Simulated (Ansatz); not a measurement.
`N[SiH2]CF` + H–F → `N[SiH2]F` + `CF` at 500 K and 1 bar (ligand exchange at the Si–C bond).

Calculated with Ansatz (gas phase, PBE0-D4/def2-TZVP geometries, no zero-point term in ΔE). CCSD(T)/CBS adds triple-zeta CCSD(T) − MP2 to the extrapolated MP2 energy (def2 sets, frozen cores). This one scheme is used for every species. One conformer a species, not always the lowest.

| species | CCSD(T)/CBS energy (Eh) | H − E (kJ/mol) | S (J/(mol·K)) |
| --- | --- | --- | --- |
| `N[SiH2]CF` | -485.25003 | 233.6 | 385.6 |
| H–F | -100.39570 | 39.4 | 188.7 |
| `N[SiH2]F` | -446.07709 | 152.9 | 325.1 |
| `CF` | -139.63461 | 122.2 | 244.8 |

H − E and S are ideal-gas, rigid-rotor, harmonic terms from PBE0-D4/def2-TZVP, for one conformer and one mirror image of each species. 1 Eh = 2625.50 kJ/mol, R = 8.31446 J/(mol·K).

Task: By hand: ΔE, ΔH, ΔS and ΔG.

Result: ΔE = (-446.07709) + (-139.63461) − (-485.25003) − (-100.39570) = -0.06597 Eh = -173.2 kJ/mol. Δ(H − E) = 152.9 + 122.2 − 233.6 − 39.4 = 2.1, so ΔH = -171.1 kJ/mol. ΔS = 325.1 + 244.8 − 385.6 − 188.7 = -4.4 J/(mol·K). ΔG = -171.1 − 500 × (-4.4)/1000 = -168.9 kJ/mol.

Task: By hand: the equilibrium constant, and the temperature at which ΔG would vanish if ΔH and ΔS stayed fixed.

Result: log₁₀ K = −ΔG/(RT ln 10) = 17.6. ΔG = 0 at ΔH/ΔS = 38886 K, far beyond where these terms or the molecules hold.

The number of gas molecules stays the same, so ΔS is small and ΔH decides. A doubt of 5 kJ/mol in ΔE shifts log₁₀ K by 0.5 here. Other conformers and mirror images would add mixing entropy, several J/(mol·K) or more a flexible species. These are equilibria of isolated gas molecules and say nothing of rates. Largest T1 diagnostic: 0.011 (customary marks: 0.02 for closed shells, 0.045 for open ones).
